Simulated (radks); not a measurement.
The neon ion Ne4+, 6 electrons, occupied as [He] 2s2 2p2. All-electron calculation, non-relativistic Kohn-Sham, BLYP, spin-polarised, spherical densities, point nucleus; open shells are filled with parallel spins first. Program: a radial shooting solver on a logarithmic mesh with Libxc functionals.

Radial electron density D(r) = 4 pi r^2 rho(r):

r (bohr)  D(r) (e/bohr)   spin D(r)
0.00914          0.5559  -0.0000933
0.01116          0.7964   -0.000119
0.01353           1.115   -0.000138
0.01652           1.567   -0.000127
0.02018           2.172  -0.0000331
0.02465           2.963    0.000265
0.0301            3.963     0.00102
0.03677           5.176     0.00275
0.04491           6.564     0.00648
0.05485           8.035      0.0142
0.067             9.421      0.0294
0.08118           10.45      0.0569
0.09915           10.95       0.109
0.1211            10.66       0.200
0.1479            9.513       0.352
0.1807            7.752       0.590
0.2207            5.875       0.934
0.2695            4.498        1.39
0.3292            4.043        1.91
0.4021            4.460        2.40
0.4872            5.171        2.69
0.595             5.504        2.67
0.7268            4.946        2.26
0.8877            3.606        1.58
1.084             2.063       0.888
1.324            0.8917       0.383
1.617            0.2781       0.122
1.976           0.05906      0.0268
2.413          0.007788     0.00376

D(r) has 2 maxima, at r = 0.102, 0.586 bohr, and minima at 0.327 bohr, inside which lie 2.19 electrons.
